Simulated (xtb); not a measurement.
C₆H₁₈NSi (SMILES CC(C)[NH+]([SiH3])C(C)C), charge +1, singlet, geometry from GFN2-xTB; GFN1-xTB in xtb 6.7.1.

The xtb input:
```
$ xtb mol.xyz --gfn 1 --chrg 1 --grad --json

# file mol.xyz
26

C     -2.44158447    -0.47259998    -0.84144908
C     -1.38377505     0.42128854    -0.20783463
C     -1.73863077     0.73716648     1.23735969
N     -0.03310401    -0.22980527    -0.36168150
Si     0.45371572    -1.41503465     1.02917220
C      1.01927492     0.72867460    -0.84438929
C      2.24028155    -0.02599562    -1.35083361
C      1.41401906     1.74508257     0.21320984
H     -2.51594642    -1.42669558    -0.32556153
H     -2.22926365    -0.65454190    -1.89371515
H     -3.41231782     0.01209833    -0.78351925
H     -1.34826911     1.36166465    -0.76867485
H     -0.96095528     1.30642068     1.73599187
H     -1.94130553    -0.16588165     1.80803622
H     -2.64395264     1.33976029     1.24706630
H     -0.15384152    -0.86414291    -1.15599135
H      0.78441183    -0.58117691     2.16992428
H      1.55508762    -2.16694785     0.44665064
H     -0.74176644    -2.23455858     1.16638405
H      0.57543820     1.26319539    -1.69410042
H      2.83759342    -0.41669568    -0.53146549
H      2.86826675     0.65667093    -1.91753761
H      1.96260827    -0.84267222    -2.01428777
H      2.15213112     2.41998132    -0.21254861
H      0.56953383     2.34730385     0.53387949
H      1.86474402     1.26364066     1.07645148
```

What the program printed (banner, timings and long lists left out):

```
   ID    Z sym.   atoms
    1    6 C      1-3, 6-8
    2    7 N      4
    3   14 Si     5
    4    1 H      9-26

           -------------------------------------------------
          |                Calculation Setup                |
           -------------------------------------------------

           -------------------------------------------------
          |                 G F N 1 - x T B                 |
           -------------------------------------------------

          ...................................................
          :                      SETUP                      :
          :.................................................:
          :  # basis functions                  74          :
          :  # atomic orbitals                  73          :
          :  # shells                           53          :
          :  # electrons                        50          :
          :  # halogen bonds                     0          :
          :  max. iterations                   250          :
          :  Hamiltonian                  GFN1-xTB          :
          :  restarted?                      false          :
          :  GBSA solvation                  false          :
          :  PC potential                    false          :
          :  electronic temp.          300.0000000     K    :
          :  accuracy                    1.0000000          :
          :  -> integral cutoff          0.2500000E+02      :
          :  -> integral neglect         0.1000000E-07      :
          :  -> SCF convergence          0.1000000E-05 Eh   :
          :  -> wf. convergence          0.2000000E-04 e    :
          :  Broyden damping             0.4000000          :
          :  net charge                          1          :
          :  unpaired electrons                  0          :
          ...................................................

 iter      E             dE          RMSdq      gap      omega  full diag
   1    -27.3107656 -0.273108E+02  0.720E+00    6.25       0.0  T
   2    -27.3987646 -0.879990E-01  0.435E+00    6.65       1.0  T
   3    -27.3968367  0.192790E-02  0.675E-01    6.06       1.0  T
   4    -27.4018420 -0.500525E-02  0.148E-01    6.51       1.0  T
   5    -27.4022463 -0.404340E-03  0.383E-02    6.42       1.0  T
   6    -27.4022568 -0.105009E-04  0.533E-03    6.43       3.7  T
   7    -27.4022571 -0.299627E-06  0.198E-03    6.43       9.9  T
   8    -27.4022572 -0.134975E-06  0.176E-04    6.43     111.7  T
   9    -27.4022572 -0.453433E-10  0.870E-05    6.43     225.4  T

   *** convergence criteria satisfied after 9 iterations ***

         :::::::::::::::::::::::::::::::::::::::::::::::::::::
         ::                     SUMMARY                     ::
         :::::::::::::::::::::::::::::::::::::::::::::::::::::
         :: total energy             -27.064782905749 Eh    ::
         :: gradient norm              0.021306004568 Eh/a0 ::
         :: HOMO-LUMO gap              6.432056910961 eV    ::
         ::.................................................::
         :: SCC energy               -27.402257245616 Eh    ::
         :: -> electrostatic           0.093318816786 Eh    ::
         :: repulsion energy           0.350853282403 Eh    ::
         :: dispersion energy         -0.013378942537 Eh    ::
         :: halogen bond corr.         0.000000000000 Eh    ::
         :: add. restraining           0.000000000000 Eh    ::
         :: total charge               1.000000000000 e     ::
         :::::::::::::::::::::::::::::::::::::::::::::::::::::

           -------------------------------------------------
          |                Property Printout                |
           -------------------------------------------------

    * Orbital Energies and Occupations

         #    Occupation            Energy/Eh            Energy/eV
      -------------------------------------------------------------
[...]
     1C    -0.11082 -0.25783   1.020  3.090  0.000
     2C     0.10504  0.08277   1.052  2.843  0.000
     3C    -0.09988 -0.24559   1.017  3.083  0.000
     4N    -0.24932 -0.62367   1.493  3.756  0.000
     5Si    0.43998  0.17749   1.325  1.651  0.584
     6C     0.10675  0.08480   1.052  2.841  0.000
     7C    -0.10580 -0.25202   1.019  3.087  0.000
     8C    -0.10373 -0.25046   1.016  3.087  0.000
     9H     0.05500  0.11058   0.945  0.000  0.000
    10H     0.05462  0.10893   0.945  0.000  0.000
    11H     0.07585  0.12890   0.924  0.000  0.000
    12H     0.05301  0.12200   0.947  0.000  0.000
    13H     0.05820  0.11447   0.942  0.000  0.000
    14H     0.06092  0.11796   0.939  0.000  0.000
    15H     0.07612  0.12914   0.924  0.000  0.000
    16H     0.24661  0.44749   0.753  0.000  0.000
    17H    -0.02364  0.06694   1.024  0.000  0.000
    18H    -0.02957  0.06028   1.030  0.000  0.000
    19H    -0.03155  0.05836   1.032  0.000  0.000
    20H     0.04950  0.11776   0.951  0.000  0.000
    21H     0.05925  0.11522   0.941  0.000  0.000
    22H     0.07616  0.12912   0.924  0.000  0.000
    23H     0.05409  0.10923   0.946  0.000  0.000
    24H     0.07315  0.12636   0.927  0.000  0.000
    25H     0.05510  0.11047   0.945  0.000  0.000
    26H     0.05494  0.11129   0.945  0.000  0.000

Wiberg/Mayer (AO) data.
largest (>0.10) Wiberg bond orders for each atom

 ---------------------------------------------------------------------------
     #   Z sym  total        # sym  WBO       # sym  WBO       # sym  WBO
 ---------------------------------------------------------------------------
     1   6 C    3.990 --     2 C    1.012    10 H    0.980     9 H    0.977
                            11 H    0.976
     2   6 C    3.920 --     1 C    1.012     3 C    1.011    12 H    0.970
                             4 N    0.875
     3   6 C    3.992 --     2 C    1.011    15 H    0.972    13 H    0.971
                            14 H    0.957
     4   7 N    3.504 --    16 H    0.893     6 C    0.876     2 C    0.875
                             5 Si   0.783
     5  14 Si   3.849 --    17 H    0.924    19 H    0.924    18 H    0.924
                             4 N    0.783
     6   6 C    3.919 --     8 C    1.014     7 C    1.009    20 H    0.970
                             4 N    0.876
     7   6 C    3.991 --     6 C    1.009    23 H    0.978    22 H    0.975
                            21 H    0.969
     8   6 C    3.991 --     6 C    1.014    25 H    0.979    24 H    0.976
                            26 H    0.970
     9   1 H    0.999 --     1 C    0.977
    10   1 H    0.997 --     1 C    0.980
    11   1 H    0.995 --     1 C    0.976
    12   1 H    1.003 --     2 C    0.970
    13   1 H    1.001 --     3 C    0.971
    14   1 H    0.998 --     3 C    0.957
    15   1 H    0.996 --     3 C    0.972
    16   1 H    0.958 --     4 N    0.893
    17   1 H    0.994 --     5 Si   0.924
    18   1 H    0.993 --     5 Si   0.924
    19   1 H    0.993 --     5 Si   0.924
    20   1 H    1.003 --     6 C    0.970
    21   1 H    1.000 --     7 C    0.969
    22   1 H    0.996 --     7 C    0.975
    23   1 H    0.996 --     7 C    0.978
    24   1 H    0.996 --     8 C    0.976
    25   1 H    0.998 --     8 C    0.979
    26   1 H    1.000 --     8 C    0.970
 ---------------------------------------------------------------------------

Topologies differ in total number of bonds
Writing topology from bond orders to xtbtopo.mol

 dipole moment from electron density (au)
     X       Y       Z
  -0.0668  -0.2851  -0.5598  total (Debye):    1.606

           -------------------------------------------------
          | TOTAL ENERGY              -27.064782905749 Eh   |
          | GRADIENT NORM               0.021306004568 Eh/α |
          | HOMO-LUMO GAP               6.432056910961 eV   |
           -------------------------------------------------

normal termination of xtb
```
